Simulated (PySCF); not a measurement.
# Se⁺ (selenium, charge +1): M06-2X calculation

Configuration: [Ar] 3d10 4s2 4p3, high-spin 4S determinant. Calculation: PySCF 2.14, in 6-31G* (5s4p3d, 32 functions); no relativity, point nucleus.

```
Total energy                                     : -2400.870 hartree
One-electron energy                              : -3330.090 hartree
Hartree (Coulomb) energy                         : 1016.165 hartree
Exchange-correlation energy                      : -86.945 hartree
Kinetic energy                                   : 2398.77935 hartree
⟨S²⟩                                             : 3.7529
⟨L²⟩                                             : 0.000
Sum of ⟨r⟩                                       : 22.40 bohr
Sum of ⟨r²⟩                                      : 31.00 bohr²
Density at the nucleus (Gaussians lack the cusp) : 25500 bohr⁻³
Spin density at the nucleus                      : 0.939 bohr⁻³
Langevin diamagnetic susceptibility              : -24.6 ×10⁻⁶ cm³/mol
Time after the integrals                         : 0.86 s of wall time on 1 thread of Neoverse-N1 (shared host)
```

```csv
shell,electrons,mean orbital energy (eV),"rms radius, mean of both spins (bohr)"
1s α,1,-12427.1,0.0521
1s β,1,-12426.8,0.0521
2s α,1,-1613.7,0.217
2s β,1,-1613.6,0.217
2p α,3,-1452.1,0.191
2p β,3,-1451.9,0.191
3s α,1,-232.63,0.625
3s β,1,-232.30,0.625
3p α,3,-176.41,0.641
3p β,3,-175.99,0.641
3d α,5,-74.324,0.696
3d β,5,-74.019,0.696
4s α,1,-31.402,1.94
4s β,1,-25.384,1.94
4p α,3,-18.968,2.24
```
